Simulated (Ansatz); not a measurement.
Consider the hydrogenolysis of the Si–Si bond: `[SiH3][SiH2][SiH2][SiH2][GeH2][SiH3]` + H₂ → `[SiH3][SiH2][SiH3]` + `[SiH3][GeH2][SiH3]`.

Calculated with Ansatz (gas phase, PBE0-D4/def2-TZVP geometries, no zero-point term in ΔE). CCSD(T)/CBS adds triple-zeta CCSD(T) − MP2 to the extrapolated MP2 energy (def2 sets, frozen cores). This one scheme is used for every species. Functionals use def2-TZVPP. For Ge outer-core shells are correlated without core-valence functions, which leaves a few kJ/mol of doubt a bond. Scalar relativity is left out up to krypton. One conformer a species, not always the lowest.

```json
{"level": "PBE-D4", "ΔE (kJ/mol)": "15.2", "difference from CCSD(T)/CBS": "13.0"}
{"level": "BLYP-D4", "ΔE (kJ/mol)": "6.4", "difference from CCSD(T)/CBS": "4.2"}
{"level": "ωB97M-V", "ΔE (kJ/mol)": "-4.3", "difference from CCSD(T)/CBS": "-6.5"}
{"level": "PBE", "ΔE (kJ/mol)": "-4.6", "difference from CCSD(T)/CBS": "-6.8"}
{"level": "r2SCAN", "ΔE (kJ/mol)": "-2.1", "difference from CCSD(T)/CBS": "-4.3"}
{"level": "BHLYP", "ΔE (kJ/mol)": "-33.6", "difference from CCSD(T)/CBS": "-35.8"}
{"level": "CCSD/def2-SVP", "ΔE (kJ/mol)": "-17.4", "difference from CCSD(T)/CBS": "-19.6"}
{"level": "MP2/def2-QZVPP", "ΔE (kJ/mol)": "4.6", "difference from CCSD(T)/CBS": "2.4"}
{"level": "HF/CBS(def2)", "ΔE (kJ/mol)": "-54.3", "difference from CCSD(T)/CBS": "-56.5"}
{"level": "CCSD/CBS(def2)", "ΔE (kJ/mol)": "-7.2", "difference from CCSD(T)/CBS": "-9.4"}
{"level": "CCSD(T)/CBS", "ΔE (kJ/mol)": "2.2", "difference from CCSD(T)/CBS": "0"}
```

Largest T1 diagnostic among the species: 0.013.

From BLYP to BHLYP (50 % exact exchange), in def2-TZVPP and without D4, ΔE moves by −3.0 kJ/mol. In def2-TZVPP, CCSD(T) changes the Hartree–Fock value by +50.7 kJ/mol (the triples alone add +9.3 kJ/mol) and MP2 by +55.4 kJ/mol.
